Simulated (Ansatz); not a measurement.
System: difluoro(dihydroxy)silane, sum formula H2SiO2F2, net charge 0, singlet state. 
Geometry from a B3LYP-D3(BJ)/def2-TZVP (Ansatz, a quantum-chemistry and plane-wave program) optimisation:
```
Si
F 1 1.5887
F 1 1.5887 2 104.90
O 1 1.6135 2 112.18 3 119.57
H 4 0.9598 1 119.56 2 -83.67
O 1 1.6135 2 110.15 3 -120.91
H 6 0.9598 1 119.56 2 32.78
```

Basis-set convergence of Hartree-Fock and MP2 correlation energies (hartree) with Ansatz. Valence correlation only, unless marked. No spin-orbit coupling. Non-relativistic.

| basis | functions | E(HF) | E(corr, MP2) |
|---|---|---|---|
| aug-cc-pV(D+d)Z | 142 | -639.00954 | -0.90308 |
| aug-cc-pV(T+d)Z | 285 | -639.13689 | -1.12081 |
| aug-cc-pV(Q+d)Z | 501 | -639.16691 | -1.20341 |

Extrapolating the two largest sets (X = 3 and 4) as X^-3: E(corr) = (64·(-1.20341) - 27·(-1.12081))/37 = -1.2637 Eh, an estimate of the basis-set limit. The largest set recovers 95.2 % of it, the smallest 71.5 %.
